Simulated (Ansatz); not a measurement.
Born–Oppenheimer molecular dynamics of C2H11FSi2 (16 atoms, charge 0, multiplicity 1). It starts from a rough guess of a transition structure, not a stationary point.

These are results of UKS revPBE-D4/STO-3G (Ansatz 0.2.0), not measurements.

```json
{
  "ensemble": "NVE (velocity Verlet)",
  "time step": "0.5 fs",
  "steps asked": "150",
  "starting velocities drawn for": "1000 K",
  "seed": "442288"
}
```

First frame:

```xyz
16
Properties=species:S:1:pos:R:3
Si -0.384 -0.108 -0.021
F 0.941 -0.227 1.480
C -1.442 0.932 1.166
C -0.433 -2.005 0.045
H -1.091 0.129 -1.324
H 1.390 0.295 0.487
Si 1.630 1.009 -1.225
H -0.850 1.433 1.923
H -2.002 1.685 0.624
H -2.157 0.301 1.684
H -0.204 -2.396 1.030
H -1.415 -2.366 -0.241
H 0.281 -2.427 -0.655
H 2.954 1.554 -0.874
H 0.900 2.141 -1.796
H 1.880 0.050 -2.302
```

Question: How far do the bonds stretch over the last three quarters of this one trajectory? (Pairs bonded in most of those frames.)

Answer: 
```
   bond  mean (Å)  spread (Å)  shortest  longest
 Si1–C3     1.904       0.041      1.84     1.96
 Si1–C4     1.935       0.064      1.82     2.01
 Si1–H5     1.479       0.078      1.36     1.59
Si1–Si7     2.289       0.118      2.11     2.44
  F2–H6     1.028       0.076      0.91     1.13
  C3–H8     1.109       0.024      1.06     1.15
  C3–H9     1.119       0.057      1.03     1.21
 C3–H10     1.117       0.068      1.00     1.24
 C4–H11     1.109       0.023      1.06     1.16
 C4–H12     1.108       0.022      1.07     1.14
 C4–H13     1.110       0.044      1.04     1.18
Si7–H14     1.462       0.021      1.42     1.50
Si7–H15     1.464       0.047      1.40     1.54
Si7–H16     1.488       0.099      1.33     1.62
```

Pairs bonded in part of these frames only: F2–H6 75 %.

Mean temperature of the second half: 1148 K. The conserved energy stayed within 0.96 meV per atom of its start (net change 0.24 meV per atom), so the integration is sound. A run of 0.075 ps of so small a system gives no equilibrium averages. The orbitals were unrestricted but ended closed-shell. Limits of this set-up: minimal basis.

The run took 10 min on 1 thread of Intel(R) Xeon(R) Platinum 8488C (Sapphire Rapids), on a shared host, peak memory 0.15 GiB.
